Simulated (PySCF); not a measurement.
`CC1=C[P@](=S)(C2CC2)C=C1[SiH3]`, C8H13PSSi

Molfile (atoms numbered from 1):
```
C8H13PSSi
     RDKit          3D

 24 25  0  0  0  0  0  0  0  0999 V2000
   -2.1304    1.7213   -0.5666 C   0  0  0  0  0  0  0  0  0  0  0  0
   -1.1235    0.7765   -0.0094 C   0  0  0  0  0  0  0  0  0  0  0  0
    0.0416    1.1400    0.5522 C   0  0  0  0  0  0  0  0  0  0  0  0
    0.8960   -0.3113    1.1997 P   0  0  2  0  0  5  0  0  0  0  0  0
    1.1113   -0.4012    3.1289 S   0  0  0  0  0  0  0  0  0  0  0  0
    2.4328   -0.5707    0.2463 C   0  0  0  0  0  0  0  0  0  0  0  0
    3.2109    0.6306   -0.2098 C   0  0  0  0  0  0  0  0  0  0  0  0
    2.4810   -0.2051   -1.2069 C   0  0  0  0  0  0  0  0  0  0  0  0
   -0.3692   -1.3970    0.4931 C   0  0  0  0  0  0  0  0  0  0  0  0
   -1.3610   -0.6742   -0.0549 C   0  0  0  0  0  0  0  0  0  0  0  0
   -2.9077   -1.4443   -0.8113 Si  0  0  0  0  0  4  0  0  0  0  0  0
   -3.0893    1.5801   -0.0696 H   0  0  0  0  0  0  0  0  0  0  0  0
   -2.2763    1.5292   -1.6294 H   0  0  0  0  0  0  0  0  0  0  0  0
   -1.8123    2.7527   -0.4334 H   0  0  0  0  0  0  0  0  0  0  0  0
    0.3664    2.1538    0.7175 H   0  0  0  0  0  0  0  0  0  0  0  0
    2.9864   -1.4373    0.5943 H   0  0  0  0  0  0  0  0  0  0  0  0
    4.2889    0.5769   -0.1730 H   0  0  0  0  0  0  0  0  0  0  0  0
    2.8171    1.6094    0.0226 H   0  0  0  0  0  0  0  0  0  0  0  0
    1.5847    0.2003   -1.6547 H   0  0  0  0  0  0  0  0  0  0  0  0
    3.0498   -0.8416   -1.8678 H   0  0  0  0  0  0  0  0  0  0  0  0
   -0.3550   -2.4691    0.5921 H   0  0  0  0  0  0  0  0  0  0  0  0
   -4.0938   -0.9427   -0.1153 H   0  0  0  0  0  0  0  0  0  0  0  0
   -2.9622   -1.0620   -2.2263 H   0  0  0  0  0  0  0  0  0  0  0  0
   -2.7979   -2.8946   -0.6775 H   0  0  0  0  0  0  0  0  0  0  0  0
  1  2  1  0
  2  3  2  0
  3  4  1  0
  4  5  2  0
  4  6  1  6
  6  7  1  0
  7  8  1  0
  4  9  1  0
  9 10  2  0
 10 11  1  0
 10  2  1  0
  8  6  1  0
  1 12  1  0
  1 13  1  0
  1 14  1  0
  3 15  1  0
  6 16  1  0
  7 17  1  0
  7 18  1  0
  8 19  1  0
  8 20  1  0
  9 21  1  0
 11 22  1  0
 11 23  1  0
 11 24  1  0
M  END
```

The calculation used GIAO PBE0/pcSseg-1 magnetisability, rotational g tensor and spin-rotation constants, non-relativistic, gas phase (PySCF). Geometry: GFN2-xTB.

**Question.** Give the nuclear spin-rotation constants along the inertial axes (H = +C I·J) beside the isotropic shieldings.

**Answer.** Rotational constants 1.0410, 0.4961, 0.4404 GHz. A star marks the isotopologue with that one atom substituted, in its own axes.
```csv
atom,isotope,Caa (kHz),Cbb (kHz),Ccc (kHz),mean (kHz),σ (ppm)
P4,31P,1.855,0.802,0.781,1.146,260.9
H12,1H,-0.050,-0.021,-0.043,-0.038,29.4
H13,1H,-0.079,-0.011,-0.040,-0.043,29.5
H14,1H,-0.097,-0.054,0.006,-0.048,29.5
H15,1H,-0.077,-0.060,0.028,-0.036,26.2
H16,1H,-0.079,-0.048,-0.017,-0.048,30.7
H17,1H,0.002,-0.052,-0.047,-0.033,30.8
H18,1H,-0.113,-0.056,0.001,-0.056,31.2
H19,1H,-0.023,-0.048,-0.047,-0.039,31.6
H20,1H,-0.112,-0.033,-0.018,-0.055,31.2
H21,1H,-0.106,-0.052,0.043,-0.038,24.8
H22,1H,-0.050,-0.021,-0.023,-0.031,27.3
H23,1H,-0.075,0.012,-0.042,-0.035,27.3
H24,1H,-0.097,-0.043,0.014,-0.042,27.6
C1,13C*,0.154,0.074,0.063,0.097,164.8
C2,13C*,0.400,0.100,0.223,0.241,23.3
C3,13C*,0.319,0.094,0.191,0.201,59.0
S5,33S*,0.146,0.042,0.048,0.078,813.7
C6,13C*,0.131,0.080,0.058,0.090,169.8
C7,13C*,0.138,0.061,0.056,0.085,177.8
C8,13C*,0.121,0.069,0.045,0.078,183.3
C9,13C*,0.399,0.103,0.212,0.238,27.6
C10,13C*,0.435,0.085,0.198,0.239,35.1
Si11,29Si*,-0.538,-0.283,-0.231,-0.351,427.0
```
For the geometry as given, no vibrational averaging.
